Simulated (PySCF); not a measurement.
**Correlation energy of Si²⁺ (silicon, charge +2)**

[Ne] 3s1 4s1, high-spin 3S determinant (an excited configuration). All numbers are calculated (PySCF 2.14, the non-relativistic Hamiltonian (point nucleus), in aug-cc-pwCVDZ (6s5p3d, 36 functions)). Frozen: [Ne]; 2 electrons correlated.

With two correlated electrons CCSD is exact within the correlated space (frozen core and kept virtual orbitals).

| level | correlation energy (mhartree) |
| --- | --- |
| CCSD | -8.15 |

Diagnostics: T1 = 0.0071, D1 = 0.0142, largest double amplitude 0.064.

The outer electron is Rydberg-like, and this basis confines it to a smaller radius and binds it less than a complete one would.

Cost of the coupled-cluster step: about 0.11 core-seconds, for 2 correlated electrons.
